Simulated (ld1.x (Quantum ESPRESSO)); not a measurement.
**carbon: one change to a TM potential, before and after**

```
Element                 : carbon
Generator               : ld1.x (Quantum ESPRESSO) 7.5
Type                    : norm-conserving Troullier–Martins (Kleinman–Bylander form)
Functional              : PBE
Relativity              : scalar-relativistic
Frozen core             : [He]
Valence charge          : 4
Reference configuration : 2s2 2p2
Partial waves           : 2s (bound): rc 1.30 bohr; 2p (bound): rc 2.90 bohr; 3d channel at 0.35 Ry: rc 3.00 bohr
Local potential         : the d channel
Core correction         : none
```

Change: wave 2s (bound): rc 1.30 bohr becomes 2s (bound): rc 1.72 bohr.

Cutoffs: the cutoffs (Ry, on a coarse ladder) from which the occupation-weighted sum of valence levels, in a spherical-Bessel basis at the reference potential, stays within 10 and 1 mRy of its value at 400 Ry; they do not see the model core or the augmentation charge, which bear on the density cutoff. Errors are all-electron minus pseudo energies relative to the spin-unpolarised reference configuration.

How do hardness, ghosts and transferability respond?

The potential gets softer (30 Ry and 80 Ry → 18 Ry and 40 Ry); the bound ghost in s disappears; of the 7 tests that both files solve, the error grows in 0 and shrinks in 1 by more than 15 % and 0.3 meV (median size 112.0 → 123.1 meV). A larger radius leaves more room for a smooth pseudo-wave, so fewer plane waves are needed.

```tsv
quantity	base	changed
cutoff, loose	30 Ry	18 Ry
cutoff, tight	80 Ry	40 Ry
loose cutoff by channel (10 mRy a level)	s 30 Ry, p 15 Ry	s 18 Ry, p 15 Ry
bound ghosts	s	none
error for 2s2 2p1, meV [ΔE 10.86 eV]	+123	+127
error for 2s2 2p0, meV [ΔE 35.02 eV]	+1005	+1036
error for 2s1 2p0, meV [ΔE 83.21 eV]	+1901	+1899
error for 2s0 2p4, meV [ΔE 16.98 eV]	-80	-51
error for 2s1 2p2, meV [ΔE 19.62 eV]	-112	-123
error for 2s2 2p1.5, meV [ΔE 3.96 eV]	+19	+19
error for 2s2 2p2.3, meV [ΔE -1.16 eV]	+2.2	+2.2
s: phases at 3.25 bohr within 0.05 rad from the reference energy up to (Ry; the scan ends near 5)	0.6	0.5
p: phases at 3.25 bohr within 0.05 rad from the reference energy up to (Ry; the scan ends near 5)	0.7	0.7
d: phases at 3.25 bohr within 0.05 rad from the reference energy up to (Ry; the scan ends near 5)	3.0	3.0
```

 A true bound ghost makes a file unfit for plane-wave use even where its test errors are small: the radial tests pick states by their node count and pass the ghost by.
